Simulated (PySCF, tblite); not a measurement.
Isomers of C5H10FPSi. Computed with GFN2-xTB (tblite): harmonic, unscaled wavenumbers at the GFN2-xTB geometry, gas phase. This tight-binding method is rough: wavenumbers can miss measured ones by several per cent, in bad cases by 10 to 20. Modes of hydrogen on phosphorus and silicon can be 10 to 20 % off. One conformer each.

Electronic energies: PBE0/pcSseg-1 single points on the GFN2-xTB geometries (PySCF, gas phase).

| SMILES | electronic energy, lowest = 0 (kcal/mol) |
| --- | --- |
| C=C[C@@H]1C[Si@@H](P)[C@@H]1F | 4.8 |
| CC#C[Si@H](P)CCF | 0.0 |
| C=C[C@@H]1C[Si@@H](P)[C@H]1F | 3.7 |

Problem. How do GFN2-xTB zero-point energies change the relative energies?

Solution. 
```
                       SMILES  ZPE (kcal/mol)  of it from modes above 1550 cm⁻¹  electronic (kcal/mol)  with ZPE, lowest = 0 (kcal/mol)  lowest mode (cm⁻¹)  rings
             CC#C[Si@H](P)CCF            81.2                              43.0                    0.0                              0.0                  27      0
 C=C[C@@H]1C[Si@@H](P)[C@H]1F            82.4                              42.5                    3.7                              4.8                  24      1
C=C[C@@H]1C[Si@@H](P)[C@@H]1F            82.5                              42.6                    4.8                              6.0                  43      1
```

The zero-point energies span 1.3 kcal/mol, from `CC#C[Si@H](P)CCF` to `C=C[C@@H]1C[Si@@H](P)[C@@H]1F`. The order is unchanged.

Problem. And how do the electronic energies of GFN2-xTB itself compare?

Solution. `CC#C[Si@H](P)CCF` 5.3; `C=C[C@@H]1C[Si@@H](P)[C@H]1F` 0.0; `C=C[C@@H]1C[Si@@H](P)[C@@H]1F` 0.9 kcal/mol, lowest = 0. Against the energies above, taken from the same isomer `CC#C[Si@H](P)CCF`, the largest difference is 9.2 kcal/mol.
